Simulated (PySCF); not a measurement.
CH12Si5. Atoms are numbered in the order given.

```xyz
18

Si    -1.4442     2.3374     0.0000
Si    -0.0164     0.4853     0.0000
Si     2.2661     1.0122     0.0000
Si    -0.4154    -1.3491    -1.4467
C     -0.0492    -2.5484     0.0000
Si    -0.4154    -1.3491     1.4467
H     -1.2096     3.1780    -1.2118
H     -2.8642     1.8779     0.0000
H     -1.2096     3.1780     1.2118
H      2.6395     1.8002    -1.2123
H      2.6395     1.8002     1.2123
H      3.0531    -0.2586     0.0000
H      0.4343    -1.5363    -2.6609
H     -1.8509    -1.4238    -1.8529
H     -0.5969    -3.5035     0.0000
H      1.0315    -2.7739     0.0000
H     -1.8509    -1.4238     1.8529
H      0.4343    -1.5363     2.6609
```

The structure is a stationary point at B3LYP-D3(BJ)/def2-SVP. The structure was generated by enumeration, and PubChem lists no compound with its InChIKey, so it may never have been made.

All values below come from PBE/def2-TZVP in PySCF.

Symmetry labels are those of the subgroup Cs that the program uses (full group Cs).

Task: List the valence orbital energies around the gap with their symmetry. (An estimate is asked for; the answer gives what the named calculation found.)

Result: 
```json
[
 {"orbital": "HOMO−7", "symmetry": "A'", "energy (eV)": "-8.57"},
 {"orbital": "HOMO−6", "symmetry": "A\"", "energy (eV)": "-8.51"},
 {"orbital": "HOMO−5", "symmetry": "A\"", "energy (eV)": "-8.33"},
 {"orbital": "HOMO−4", "symmetry": "A'", "energy (eV)": "-8.15"},
 {"orbital": "HOMO−3", "symmetry": "A\"", "energy (eV)": "-7.34"},
 {"orbital": "HOMO−2", "symmetry": "A'", "energy (eV)": "-6.90"},
 {"orbital": "HOMO−1", "symmetry": "A'", "energy (eV)": "-6.58"},
 {"orbital": "HOMO", "symmetry": "A\"", "energy (eV)": "-6.27"},
 {"orbital": "LUMO", "symmetry": "A'", "energy (eV)": "-1.47"},
 {"orbital": "LUMO+1", "symmetry": "A\"", "energy (eV)": "-1.29"},
 {"orbital": "LUMO+2", "symmetry": "A'", "energy (eV)": "-1.24"},
 {"orbital": "LUMO+3", "symmetry": "A'", "energy (eV)": "-0.95"}
]
```
